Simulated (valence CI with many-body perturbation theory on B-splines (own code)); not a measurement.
## Ce VIII: electric-dipole lines

Calculated by configuration interaction combined with many-body perturbation theory (CI+MBPT): five valence electrons over a frozen Dirac-Fock core [Kr] 4d10, radial functions for each j: 7 s, 7 p, 7 d, 7 f, 4 g, 2 h, with the one-electron correlation potential Σ1, the two-electron term Σ2, the three-electron term Σ3, Breit, model QED; selected CI, second order for the rest, scaled by the run's own slope (own B-spline code, finite nucleus).

No measured spectrum was set against this ion. As an estimate, levels hold to about 250 cm⁻¹ or 0.2 % of their energy and the worst to 1 %, as in measured heavy ions of charge 2 to 7; those with d or f electrons hold less well. Core correlation moves these levels by up to 45000 cm⁻¹, and in measured spectra 5 to 20 % of such shifts remained as error; rates that hang on mixing are uncertain with them. Among the levels kept, up to 1100 cm⁻¹ of a level comes from second order outside the variational space, and about a tenth of that is noise between levels of different J, which matters for small intervals.

Lines 1 to 50 of 90 in falling wavelength, among levels below 24.231 eV, chosen from the strongest by gf and those to the six lowest levels. Wavelengths and rates use the calculated energies, so an error of 200 cm⁻¹ moves a line at 19280 Å by 3.9 % and its rate by three times that or more. Electric multipoles are in the length gauge, E1 and E2 with the static RPA response of the core. Weak lines are less certain than strong ones. Lines between different terms over intervals too small for the method are left out, as are lines whose strength nearly cancels. Where a level lies close to another of its J and parity, the split of strength between their lines is uncertain. The highest levels of a list are the least certain.

Levels are named by their leading jj configuration (3d3/2^4 stands for four electrons in 3d with j = 3/2), which in mixed levels can hold well under half, so a name can repeat and another be missing. Letters in brackets count levels of one name in rising energy.

```csv
λ vac (Å),Upper,Lower,A (s⁻¹),S (a.u.) with core polarisation,S without
19280,(5s 5p1/2 5p3/2^3) J=3/2 [b],(4f5/2 4f7/2 5s^2 5p1/2) J=5/2,2.12e+00,3.00e-05,3.65e-05
17240,(5s 5p1/2 5p3/2^3) J=3/2 [b],(4f5/2^2 5s^2 5p1/2) J=3/2,5.81e+01,5.87e-04,6.93e-04
16240,(5s 5p1/2^2 5p3/2^2) J=5/2,(4f7/2 5s^2 5p3/2^2) J=7/2 [b],2.41e+01,3.06e-04,3.78e-04
16000,(5s 5p1/2^2 5p3/2^2) J=5/2,(4f5/2 5s^2 5p3/2^2) J=5/2 [b],1.71e+00,2.08e-05,2.55e-05
10870,(5s 5p1/2 5p3/2^3) J=3/2 [b],(4f5/2^2 5s^2 5p1/2) J=5/2,2.46e+02,6.24e-04,7.44e-04
8518,(4f5/2^2 5s^2 5p1/2) J=5/2,(5s 5p1/2 5p3/2^3) J=3/2 [a],7.16e+00,1.31e-05,1.57e-05
8413,(4f5/2^2 5s^2 5p1/2) J=3/2,(5s 5p1/2^2 5p3/2^2) J=1/2,1.21e+02,1.43e-04,1.71e-04
6607,(4f5/2^2 5s^2 5p1/2) J=3/2,(5s 5p1/2 5p3/2^3) J=3/2 [a],7.69e+02,4.38e-04,5.26e-04
6348,(4f5/2 4f7/2 5s^2 5p1/2) J=5/2,(5s 5p1/2 5p3/2^3) J=3/2 [a],1.54e+03,1.16e-03,1.39e-03
4962,(5s 5p1/2^2 5p3/2^2) J=5/2,(4f7/2 5s^2 5p3/2^2) J=3/2,9.86e+01,3.57e-05,4.49e-05
4584,(5s 5p1/2^2 5p3/2^2) J=5/2,(4f7/2 5s^2 5p3/2^2) J=5/2,4.93e+02,1.41e-04,1.97e-04
4531,(5s 5p1/2^2 5p3/2^2) J=5/2,(4f7/2 5s^2 5p3/2^2) J=7/2 [a],3.02e+03,8.31e-04,9.92e-04
4461,(5s 5p1/2 5p3/2^3) J=3/2 [a],(4f5/2 5s^2 5p3/2^2) J=5/2 [b],6.74e+02,1.18e-04,1.43e-04
3696,(4f5/2^2 5s^2 5p1/2) J=7/2,(5s 5p1/2^2 5p3/2^2) J=5/2,3.43e+00,6.84e-07,8.44e-07
3583,(4f5/2^2 5s^2 5p1/2) J=5/2,(5s 5p1/2^2 5p3/2^2) J=5/2,3.86e+00,5.26e-07,6.63e-07
3400,(4f5/2 4f7/2 5s^2 5p1/2) J=7/2 [a],(5s 5p1/2^2 5p3/2^2) J=5/2,1.77e+02,2.75e-05,3.34e-05
3230,(5s 5p1/2^2 5p3/2^2) J=5/2,(4f5/2 5s^2 5p3/2^2) J=3/2,6.94e+00,6.93e-07,1.15e-06
3195,(4f5/2^2 5s^2 5p1/2) J=3/2,(5s 5p1/2^2 5p3/2^2) J=5/2,4.71e+02,3.03e-05,3.75e-05
3133,(4f5/2 4f7/2 5s^2 5p1/2) J=5/2,(5s 5p1/2^2 5p3/2^2) J=5/2,5.67e+03,5.17e-04,6.25e-04
2900,(4f7/2^2 5s^2 5p1/2) J=7/2,(5s 5p1/2^2 5p3/2^2) J=5/2,3.31e+04,3.19e-03,3.84e-03
2854,(5s 5p1/2^2 5p3/2^2) J=5/2,(4f5/2 5s^2 5p3/2^2) J=7/2,4.61e+04,3.17e-03,3.86e-03
2831,(5s 5p1/2^2 5p3/2^2) J=5/2,(4f5/2 5s^2 5p3/2^2) J=5/2 [a],3.62e+03,2.43e-04,3.00e-04
2753,(5s 5p1/2 5p3/2^3) J=3/2 [a],(4f7/2 5s^2 5p3/2^2) J=3/2,6.07e+04,2.50e-03,2.94e-03
2719,(4f5/2 4f7/2 5s^2 5p1/2) J=7/2 [b],(5s 5p1/2^2 5p3/2^2) J=5/2,6.26e+03,4.97e-04,6.05e-04
2633,(5s 5p1/2 5p3/2^3) J=3/2 [a],(4f7/2 5s^2 5p3/2^2) J=5/2,1.17e+05,4.21e-03,4.94e-03
2587,(5s 5p1/2 5p3/2^3) J=3/2 [a],(4f5/2 5s^2 5p3/2^2) J=1/2,4.40e+03,1.50e-04,1.77e-04
2527,(5s 5p1/2^2 5p3/2^2) J=1/2,(4f7/2 5s^2 5p3/2^2) J=3/2,4.09e+04,6.52e-04,7.95e-04
2387,(5s 5p1/2^2 5p3/2^2) J=1/2,(4f5/2 5s^2 5p3/2^2) J=1/2,5.05e+03,6.77e-05,7.62e-05
2307,(5s 5p1/2 5p3/2^3) J=3/2 [b],(4f5/2 5s^2 5p3/2^2) J=5/2 [b],1.70e+04,4.11e-04,4.99e-04
2129,(5s 5p1/2^2 5p3/2^2) J=5/2,(4f7/2 5s^2 5p1/2 5p3/2) J=5/2 [b],7.48e+04,2.14e-03,2.64e-03
2122,(5s 5p1/2 5p3/2^3) J=3/2 [a],(4f5/2 5s^2 5p3/2^2) J=3/2,6.72e+02,1.27e-05,1.84e-05
2005,(5s 5p1/2^2 5p3/2^2) J=5/2,(4f7/2 5s^2 5p1/2 5p3/2) J=3/2,1.91e+03,4.57e-05,6.50e-05
1985,(5s 5p1/2^2 5p3/2^2) J=1/2,(4f5/2 5s^2 5p3/2^2) J=3/2,3.32e+05,2.56e-03,3.10e-03
1942,(5s 5p1/2 5p3/2^3) J=3/2 [a],(4f5/2 5s^2 5p3/2^2) J=5/2 [a],1.23e+05,1.78e-03,2.18e-03
1914,(5s 5p1/2^2 5p3/2^2) J=5/2,(4f5/2 5s^2 5p1/2 5p3/2) J=7/2 [b],2.36e+05,4.90e-03,5.79e-03
1747,(5s 5p1/2 5p3/2^3) J=3/2 [b],(4f7/2 5s^2 5p3/2^2) J=3/2,9.22e+02,9.70e-06,1.30e-05
1735,(5s 5p1/2^2 5p3/2^2) J=5/2,(4f5/2 5s^2 5p1/2 5p3/2) J=3/2 [b],2.45e+05,3.78e-03,4.57e-03
1724,(5s 5p1/2^2 5p3/2^2) J=5/2,(4f7/2 5s^2 5p1/2 5p3/2) J=7/2 [b],6.77e+05,1.03e-02,1.22e-02
1706,(5s 5p1/2^2 5p3/2^2) J=5/2,(4f5/2 5s^2 5p1/2 5p3/2) J=5/2 [b],7.49e+05,1.10e-02,1.35e-02
1697,(5s 5p1/2 5p3/2^3) J=3/2 [b],(4f7/2 5s^2 5p3/2^2) J=5/2,7.42e+04,7.16e-04,7.81e-04
1678,(5s 5p1/2 5p3/2^3) J=3/2 [b],(4f5/2 5s^2 5p3/2^2) J=1/2,5.39e+05,5.03e-03,6.18e-03
1584,(5s 5p1/2 5p3/2^3) J=3/2 [a],(4f7/2 5s^2 5p1/2 5p3/2) J=5/2 [b],5.26e+04,4.13e-04,4.76e-04
1570,(5s 5p1/2^2 5p3/2^2) J=5/2,(4f7/2 5s^2 5p1/2 5p3/2) J=5/2 [a],2.26e+06,2.60e-02,3.09e-02
1539,(5s 5p1/2^2 5p3/2^2) J=5/2,(4f5/2 5s^2 5p1/2 5p3/2) J=3/2 [a],1.19e+05,1.28e-03,1.57e-03
1514,(5s 5p1/2 5p3/2^3) J=3/2 [a],(4f7/2 5s^2 5p1/2 5p3/2) J=3/2,7.89e+05,5.41e-03,6.76e-03
1498,(5s 5p1/2^2 5p3/2^2) J=5/2,(4f7/2 5s^2 5p1/2 5p3/2) J=7/2 [a],8.07e+06,8.03e-02,9.57e-02
1469,(5s 5p1/2 5p3/2^3) J=3/2 [b],(4f5/2 5s^2 5p3/2^2) J=3/2,5.57e+06,3.48e-02,4.25e-02
1443,(5s 5p1/2^2 5p3/2^2) J=1/2,(4f7/2 5s^2 5p1/2 5p3/2) J=3/2,1.91e+05,5.67e-04,6.41e-04
1438,(5s 5p1/2^2 5p3/2^2) J=5/2,(4f5/2 5s^2 5p1/2 5p3/2) J=5/2 [a],7.60e+05,6.69e-03,8.36e-03
1431,(5s 5p1/2^2 5p3/2^2) J=5/2,(4f5/2 5s^2 5p1/2 5p3/2) J=7/2 [a],1.52e+06,1.31e-02,1.56e-02
```
